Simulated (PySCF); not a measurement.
**Spinor energies of Hf²⁺ (hafnium, charge +2)**

Start: [Xe] 4f14 5d1 6p1; 5d5/2 filled at m_j = +5/2; 6p3/2 filled at m_j = +3/2. Calculated with PySCF 2.14 in x2c-TZVPall-2c with one added diffuse shell each of s, p, d type (12s12p11d2f, 117 functions): generalised Hartree-Fock with the X2C-1e Hamiltonian and a Gaussian nucleus; spin-orbit coupling (SO) screened by Boettger's factors. This is a chosen level, not necessarily the ground level.

```json
{"spinor shell": "1s1/2", "electrons": "2", "ε, screened SO (eV)": "-65693.3", "weight of nominal j (screened SO)": "1.000", "rms radius, screened SO (bohr)": "0.0215"}
{"spinor shell": "2s1/2", "electrons": "2", "ε, screened SO (eV)": "-11386.1", "weight of nominal j (screened SO)": "1.000", "rms radius, screened SO (bohr)": "0.0869"}
{"spinor shell": "2p1/2", "electrons": "2", "ε, screened SO (eV)": "-10855.4", "weight of nominal j (screened SO)": "1.000", "rms radius, screened SO (bohr)": "0.0740"}
{"spinor shell": "2p3/2", "electrons": "4", "ε, screened SO (eV)": "-9658.1", "weight of nominal j (screened SO)": "1.000", "rms radius, screened SO (bohr)": "0.0812"}
{"spinor shell": "3s1/2", "electrons": "2", "ε, screened SO (eV)": "-2668.6", "weight of nominal j (screened SO)": "1.000", "rms radius, screened SO (bohr)": "0.222"}
{"spinor shell": "3p1/2", "electrons": "2", "ε, screened SO (eV)": "-2433.5", "weight of nominal j (screened SO)": "1.000", "rms radius, screened SO (bohr)": "0.214"}
{"spinor shell": "3p3/2", "electrons": "4", "ε, screened SO (eV)": "-2172.3", "weight of nominal j (screened SO)": "1.000", "rms radius, screened SO (bohr)": "0.228"}
{"spinor shell": "3d3/2", "electrons": "4", "ε, screened SO (eV)": "-1778.8", "weight of nominal j (screened SO)": "1.000", "rms radius, screened SO (bohr)": "0.202"}
{"spinor shell": "3d5/2", "electrons": "6", "ε, screened SO (eV)": "-1722.3", "weight of nominal j (screened SO)": "1.000", "rms radius, screened SO (bohr)": "0.206"}
{"spinor shell": "4s1/2", "electrons": "2", "ε, screened SO (eV)": "-583.67", "weight of nominal j (screened SO)": "1.000", "rms radius, screened SO (bohr)": "0.498"}
{"spinor shell": "4p1/2", "electrons": "2", "ε, screened SO (eV)": "-485.97", "weight of nominal j (screened SO)": "1.000", "rms radius, screened SO (bohr)": "0.508"}
{"spinor shell": "4p3/2", "electrons": "4", "ε, screened SO (eV)": "-425.71", "weight of nominal j (screened SO)": "1.000", "rms radius, screened SO (bohr)": "0.541"}
{"spinor shell": "4d3/2", "electrons": "4", "ε, screened SO (eV)": "-264.54", "weight of nominal j (screened SO)": "1.000", "rms radius, screened SO (bohr)": "0.571"}
{"spinor shell": "4d5/2", "electrons": "6", "ε, screened SO (eV)": "-253.27", "weight of nominal j (screened SO)": "1.000", "rms radius, screened SO (bohr)": "0.583"}
{"spinor shell": "5s1/2", "electrons": "2", "ε, screened SO (eV)": "-99.734", "weight of nominal j (screened SO)": "1.000", "rms radius, screened SO (bohr)": "1.22"}
{"spinor shell": "5p1/2", "electrons": "2", "ε, screened SO (eV)": "-68.511", "weight of nominal j (screened SO)": "0.995", "rms radius, screened SO (bohr)": "1.35"}
{"spinor shell": "5p3/2", "electrons": "4", "ε, screened SO (eV)": "-60.642", "weight of nominal j (screened SO)": "0.997", "rms radius, screened SO (bohr)": "1.45"}
{"spinor shell": "4f5/2", "electrons": "6", "ε, screened SO (eV)": "-51.641", "weight of nominal j (screened SO)": "0.994", "rms radius, screened SO (bohr)": "0.739"}
{"spinor shell": "4f7/2", "electrons": "8", "ε, screened SO (eV)": "-49.981", "weight of nominal j (screened SO)": "0.995", "rms radius, screened SO (bohr)": "0.746"}
{"spinor shell": "5d5/2", "electrons": "1", "ε, screened SO (eV)": "-24.845", "weight of nominal j (screened SO)": "1.000", "rms radius, screened SO (bohr)": "2.27"}
{"spinor shell": "6p3/2", "electrons": "1", "ε, screened SO (eV)": "-15.772", "weight of nominal j (screened SO)": "1.000", "rms radius, screened SO (bohr)": "4.02"}
```

```tsv
quantity	screened SO
E (hartree)	-15081.84422
M_J	4
⟨J²⟩	20.004
⟨L²⟩	12.110
⟨S²⟩	2.110
```

Each row is a mean over spinors that exchange with the open shell spreads, by up to 3.480 eV (5p3/2).

Breit and QED terms are absent; they matter most for the inner s and p1/2 levels.

Densities and radii are taken from the X2C orbitals without a picture-change correction, which distorts them close to the nucleus.
